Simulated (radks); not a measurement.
Polarisability of the iron ion Fe3+, [Ar] 3d5, at imaginary frequency. All-electron calculation, non-relativistic Kohn-Sham, LB94 model potential, spin-polarised, spherical densities, point nucleus; open shells are filled with parallel spins first. Program: a radial shooting solver on a logarithmic mesh with Libxc functionals. Response by self-consistent Sternheimer equations with the Hartree and adiabatic LDA kernel.

w (hartree),alpha1(iw) (bohr^3)
0.00266,1.833
0.0143,1.833
0.0360,1.832
0.0697,1.828
0.118,1.819
0.186,1.798
0.280,1.757
0.413,1.682
0.605,1.555
0.892,1.364
1.35,1.106
2.12,0.7883
3.59,0.4537
6.94,0.1846
17.5,0.04177

Static values: alpha1 = 1.833 bohr^3 (0.2716 angstrom^3; uncoupled 2.286). C6 = 4.531, triple-dipole C9 = 5.727 atomic units. One-pole (London) frequency 4 C6 / (3 alpha1^2) = 1.798 hartree, against 2.014 for minus the highest occupied eigenvalue.
